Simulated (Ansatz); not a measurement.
A structure relaxed at PBE0-D4/def2-TZVP, charge 0, multiplicity 1:

```xyz
11

O    -1.1264   -1.4939    0.0146
B    -0.2846   -0.4431   -0.0545
Si   -0.9821    1.4323    0.2843
C     1.2540   -0.6835   -0.3951
F     1.8763    0.4218   -0.8916
Cl    1.9682   -1.0983    1.1975
H    -0.7276   -2.3554   -0.1509
H    -1.1065    2.1418   -1.0202
H    -0.0398    2.2015    1.1393
H    -2.3195    1.4004    0.9332
H     1.4880   -1.5236   -1.0566
```

(1) Give its formula and SMILES.

(2) Summarise the bond lengths by kind.

Answers

(1) CH5BClFOSi, `OB([SiH3])C(F)Cl`.

(2) 1 × B–O 1.348 Å; 1 × H–O 0.964 Å; 1 × B–Si 2.029 Å; 1 × B–C 1.594 Å; 3 × H–Si 1.487 to 1.490 Å; 1 × C–F 1.362 Å; 1 × C–Cl 1.794 Å; 1 × C–H 1.095 Å.

All numbers were calculated with Ansatz.
